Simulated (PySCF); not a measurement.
CS, charge +1, doublet, geometry from GFN2-xTB (a state made from the parent by changing its charge; the spin is typed, not shown lowest); CAMB3LYP/cc-pVTZ (PySCF).

PySCF was given this input:
```python
from pyscf import gto, scf, dft

mol = gto.Mole()
mol.atom = '''
    C    -0.00000000   -0.00000000   -1.07903369
    S     0.00000000    0.00000000    0.40463763
'''
mol.basis = 'cc-pvtz'
mol.charge = 1
mol.spin = 1
mol.verbose = 4
mol.build()

mf = dft.UKS(mol)
mf.xc = 'camb3lyp'
mf.kernel()
```

**Question.** Predict the main parts of the log of this PySCF run.

**Answer.** 
```
PySCF version 2.14.0

[INPUT] verbose = 4
[INPUT] num. atoms = 2
[INPUT] num. electrons = 21
[INPUT] charge = 1
[INPUT] spin (= nelec alpha-beta = 2S) = 1
[INPUT] symmetry False subgroup None
[INPUT] Mole.unit = angstrom
[INPUT] Symbol           X                Y                Z      unit          X                Y                Z       unit  Magmom
[INPUT]  1 C      0.000000000000   0.000000000000  -1.079033690000 AA    0.000000000000   0.000000000000  -2.039078153279 Bohr   0.0
[INPUT]  2 S      0.000000000000   0.000000000000   0.404637630000 AA    0.000000000000   0.000000000000   0.764654300393 Bohr   0.0

nuclear repulsion = 34.2400716139205
number of shells = 18
number of NR pGTOs = 101
number of NR cGTOs = 64
basis = cc-pvtz
ecp = {}

******** <class 'pyscf.dft.uks.UKS'> ********
method = UKS
initial guess = minao
damping factor = 0
level_shift factor = 0
DIIS = <class 'pyscf.scf.diis.CDIIS'>
diis_start_cycle = 1
diis_space = 8
diis_damp = 0
SCF conv_tol = 1e-09
SCF conv_tol_grad = None
SCF max_cycles = 50
direct_scf = True
direct_scf_tol = 1e-13
number electrons alpha = 11  beta = 10
XC library pyscf.dft.libxc version 7.1.2
    S. Lehtola, C. Steigemann, M. J. T. Oliveira, and M. A. L. Marques,  SoftwareX 7, 1–5 (2018)
XC functionals = camb3lyp
    T. Yanai, D. P. Tew, and N. C. Handy,  Chem. Phys. Lett. 393, 51 (2004)
radial grids:
    Treutler-Ahlrichs [JCP 102, 346 (1995); DOI:10.1063/1.469408] (M4) radial grids

becke partition: Becke, JCP 88, 2547 (1988); DOI:10.1063/1.454033
pruning grids: <function nwchem_prune>
grids dens level: 3
symmetrized grids: False
atomic radii adjust function: <function treutler_atomic_radii_adjust>
small_rho_cutoff = 0
Set gradient conv threshold to 3.16228e-05
tot grids = 33000
init E= -436.374749948293

cycle= 1 E= -435.729404730395  delta_E= 0.645  |g|= 0.313  |ddm|= 0.999
cycle= 2 E= -435.648443184696  delta_E= 0.081  |g|= 0.552  |ddm|= 0.516
cycle= 3 E= -435.800665008666  delta_E= -0.152  |g|= 0.0879  |ddm|= 0.295
cycle= 4 E= -435.804725035825  delta_E= -0.00406  |g|= 0.0208  |ddm|= 0.063
cycle= 5 E= -435.805662317132  delta_E= -0.000937  |g|= 0.00932  |ddm|= 0.0333
cycle= 6 E= -435.806085372852  delta_E= -0.000423  |g|= 0.0058  |ddm|= 0.025
cycle= 7 E= -435.80632418895  delta_E= -0.000239  |g|= 0.00361  |ddm|= 0.0223
cycle= 8 E= -435.806431157488  delta_E= -0.000107  |g|= 0.0016  |ddm|= 0.0186
cycle= 9 E= -435.806450624333  delta_E= -1.95e-05  |g|= 0.000335  |ddm|= 0.0101
cycle= 10 E= -435.806451055079  delta_E= -4.31e-07  |g|= 6.74e-05  |ddm|= 0.0016
cycle= 11 E= -435.806451059416  delta_E= -4.34e-09  |g|= 2.22e-05  |ddm|= 9.6e-05
cycle= 12 E= -435.806451059922  delta_E= -5.06e-10  |g|= 3.61e-06  |ddm|= 3.45e-05
Extra cycle  E= -435.806451059925  delta_E= -3.47e-12  |g|= 3.78e-06  |ddm|= 5.12e-06
converged SCF energy = -435.806451059925  <S^2> = 0.7991611  2S+1 = 2.0485713
```
